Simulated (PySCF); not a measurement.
Geometry:
```json
{"atom": "Ga1", "x (Å)": "-0.005", "y (Å)": "0.010", "z (Å)": "-1.457"}
{"atom": "P2", "x (Å)": "0.001", "y (Å)": "-0.001", "z (Å)": "1.079"}
{"atom": "H3", "x (Å)": "0.699", "y (Å)": "1.017", "z (Å)": "1.778"}
{"atom": "H4", "x (Å)": "0.549", "y (Å)": "-1.126", "z (Å)": "1.748"}
{"atom": "H5", "x (Å)": "-1.232", "y (Å)": "0.075", "z (Å)": "1.777"}
{"atom": "H6", "x (Å)": "1.563", "y (Å)": "-0.017", "z (Å)": "-1.639"}
{"atom": "H7", "x (Å)": "-0.767", "y (Å)": "1.378", "z (Å)": "-1.647"}
{"atom": "H8", "x (Å)": "-0.809", "y (Å)": "-1.336", "z (Å)": "-1.640"}
```

Geometry: PBE0-D3(BJ)/def2-SVP; GIAO shifts from PySCF, gas phase, non-relativistic, averaged over equivalent atoms.

At PBE0/pcSseg-1 (pcSseg-2 on Ga) (117 basis functions, 7.1 s wall time on 1 thread of an Arm Neoverse V2, shared host):
```csv
atoms,δ (ppm)
Ga1,206.6
P2,-206.9
H6/H7/H8,4.09
H3/H4/H5,3.35
```

Scale: 71Ga (1817.03 ppm) against [Ga(H2O)6]3+; 31P (310.13 ppm) against H3PO4; TMS for 1H (31.27 ppm) (reference shieldings calculated alike).

Predict the values at PBE/pcSseg-1 (pcSseg-2 on Ga) on the same geometry.

Answers


```json
{"atoms": "Ga1", "δ at PBE/pcSseg-1 (pcSseg-2 on Ga)": "194.1", "change": "-12.5"}
{"atoms": "P2", "δ at PBE/pcSseg-1 (pcSseg-2 on Ga)": "-208.6", "change": "-1.7"}
{"atoms": "H6/H7/H8", "δ at PBE/pcSseg-1 (pcSseg-2 on Ga)": "4.25", "change": "+0.16"}
{"atoms": "H3/H4/H5", "δ at PBE/pcSseg-1 (pcSseg-2 on Ga)": "3.37", "change": "+0.02"}
```

δ = σ(ref) − σ, references computed at the same level: 71Ga (σref 1747.17) vs [Ga(H2O)6]3+; 31P (σref 295.64) vs H3PO4; 1H (σref 31.20) against TMS.

The largest change is at Ga1 (Ga bonded to P, 3 H). Cost: 117 basis functions, 7.1 s wall time on 1 thread of an Arm Neoverse V2, shared host.

Relativistic effects, spin–orbit coupling among them, are left out; they matter for Ga and for the light atoms bonded to it. Experimental scales use liquid or dissolved standards, which lie at an offset from isolated H3PO4.
